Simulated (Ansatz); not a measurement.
The cluster Ca₂O₃, relaxed as a singlet with RKS r2SCAN-D4/def2-SVP in Ansatz, starting from the GFN2-xTB geometry. Force threshold 0.02 eV/Å.

The structure holds 2 bonds between oxygen atoms, so isomers without such links may lie far lower. The restricted singlet is unstable towards broken spin symmetry at other levels; at r2SCAN-D4/def2-SVP this wasn't settled. Another isomer (singlet) lies 4.35 eV lower at PBE0-D4/def2-TZVP; other spin states weren't run for this one.

Start:

Cartesian coordinates in Å:
```
Ca 1.408 0.419 -0.837
Ca -1.460 0.810 0.276
O 0.442 0.300 1.030
O 0.037 -0.917 0.419
O -0.427 -0.612 -0.888
```

```json
{"step": "1", "energy (eV)": "-43000.4607", "largest force component (eV/Å)": "2.953", "SCF passes": "21"}
{"step": "2", "energy (eV)": "-43000.8939", "largest force component (eV/Å)": "1.160", "SCF passes": "29"}
{"step": "3", "energy (eV)": "-43000.9020", "largest force component (eV/Å)": "0.670", "SCF passes": "30"}
{"step": "4", "energy (eV)": "-43000.9487", "largest force component (eV/Å)": "0.139", "SCF passes": "25"}
{"step": "5", "energy (eV)": "-43000.9519", "largest force component (eV/Å)": "0.096", "SCF passes": "24"}
{"step": "6 (rejected)", "energy (eV)": "-43000.9419", "largest force component (eV/Å)": "0.497", "SCF passes": "28"}
{"step": "7", "energy (eV)": "-43000.9551", "largest force component (eV/Å)": "0.011", "SCF passes": "25"}
```

Force components are those of the run's own axes.

End:

Cartesian coordinates in Å:
```
Ca 1.540 0.384 -0.880
Ca -1.589 0.811 0.335
O 0.457 0.356 1.053
O 0.039 -0.957 0.437
O -0.448 -0.594 -0.944
```

By distances, no bond broke or formed. The bond that changes most is Ca1–O4, from 2.29 to 2.41 Å (atoms count from 1).

No frequencies were taken in this run, so the end may be a saddle point.

Run time 11 s (4 threads of Arm Neoverse V2 on a shared host).
